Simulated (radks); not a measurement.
Species: Cr3+. Configuration: [Ar] 4s1 4p2 (not the ground configuration). All-electron calculation, non-relativistic Kohn-Sham, PBE, spin-unpolarised, spherical densities, point nucleus. Program: a radial shooting solver on a logarithmic mesh with Libxc functionals.

Local quantities along the radius. ELF = 1/(1 + alpha^2) is the electron localisation function; alpha = (tau - tau_W)/tau_unif compares the Pauli kinetic energy density with that of the uniform gas; 4 pi r^2 rho is in e/bohr.

| r (bohr) | ELF | alpha | 4 pi r^2 rho |
|---|---|---|---|
| 0.002097 | 1.000 | 0.01410 | 0.4669 |
| 0.002731 | 1.000 | 0.01469 | 0.7679 |
| 0.003528 | 1.000 | 0.01546 | 1.233 |
| 0.004593 | 1.000 | 0.01656 | 1.987 |
| 0.005934 | 1.000 | 0.01807 | 3.109 |
| 0.007726 | 1.000 | 0.02030 | 4.836 |
| 0.009981 | 0.999 | 0.02351 | 7.244 |
| 0.013 | 0.999 | 0.02863 | 10.63 |
| 0.01679 | 0.999 | 0.03671 | 14.80 |
| 0.02186 | 0.997 | 0.05121 | 19.72 |
| 0.02824 | 0.994 | 0.07774 | 24.36 |
| 0.03677 | 0.982 | 0.1348 | 27.78 |
| 0.0475 | 0.936 | 0.2620 | 28.58 |
| 0.06185 | 0.749 | 0.5785 | 26.53 |
| 0.07989 | 0.415 | 1.187 | 23.37 |
| 0.104 | 0.275 | 1.623 | 22.26 |
| 0.1344 | 0.430 | 1.151 | 25.37 |
| 0.175 | 0.720 | 0.6238 | 30.42 |
| 0.226 | 0.840 | 0.4371 | 30.92 |
| 0.2943 | 0.782 | 0.5278 | 23.39 |
| 0.3802 | 0.321 | 1.455 | 13.45 |
| 0.495 | 0.135 | 2.537 | 9.209 |
| 0.6395 | 0.620 | 0.7824 | 11.05 |
| 0.8327 | 0.867 | 0.3913 | 11.13 |
| 1.076 | 0.705 | 0.6476 | 6.843 |
| 1.401 | 0.134 | 2.547 | 2.936 |
| 1.809 | 0.175 | 2.171 | 1.983 |
| 2.356 | 0.648 | 0.7365 | 1.671 |
| 3.043 | 0.597 | 0.8208 | 0.8188 |
| 3.963 | 0.200 | 1.998 | 0.1834 |
| 5.119 | 0.013 | 8.553 | 0.01802 |
| 6.665 | 0.000 | 79.64 | 0.0005314 |

On this mesh the ELF has minima near r = 0.10, 0.50, 1.6 bohr, which separate the shells, and maxima near 0.26 (0.84), 0.83 (0.87), 2.7 (0.68).

Self-consistent cycle (total energy in hartree, residual of the potential): 1: -1038.776225, 4e+00; 2: -1039.292375, 2e+00; 3: -1039.563645, 2e-01; 4: -1039.564454, 2e-02; 5: -1039.564488, 1e-03; 6: -1039.564489, 4e-04; 7: -1039.564489, 5e-05; 8: -1039.564489, 7e-06; 9: -1039.564489, 5e-07; 10: -1039.564489, 2e-07; 11: -1039.564489, 7e-08; 12: -1039.564489, 2e-09.
